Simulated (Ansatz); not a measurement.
`O[SiH](Cl)[SiH2][SiH3]` + `[F][Ge][SH]` → `O[SiH](S)[SiH2][SiH3]` + `[F][Ge][Cl]`  (redistribution)

Gas-phase electronic energies from Ansatz, PBE0-D4/def2-TZVP geometries. CCSD(T)/CBS adds triple-zeta CCSD(T) − MP2 to the extrapolated MP2 energy (def2 sets, frozen cores). For Ge outer-core shells are correlated without core-valence functions, which leaves a few kJ/mol of doubt a bond. Scalar relativity is left out up to krypton. Each species was taken in one conformer, which may not be the lowest.

| species | SCS-MP2/def2-TZVPP energy (Eh) |
| --- | --- |
| `O[SiH](Cl)[SiH2][SiH3]` | -1406.23079 |
| `[F][Ge][SH]` | -2573.67406 |
| `O[SiH](S)[SiH2][SiH3]` | -1344.81503 |
| `[F][Ge][Cl]` | -2635.08420 |

(1) Work out ΔE.

Largest T1 diagnostic among the species: 0.015.

## Answers

(1) ΔE = (-1344.81503) + (-2635.08420) − (-1406.23079) − (-2573.67406) = 0.00562 Eh = +14.8 kJ/mol. CCSD(T)/CBS gives +14.9 kJ/mol.

Leaving LDA and LC-ωPBE aside and taking each functional with its dispersion term where it has one, the values, not all of them listed here, spread over 5.5 kJ/mol, from ωB97X-V to r2SCAN-D4.
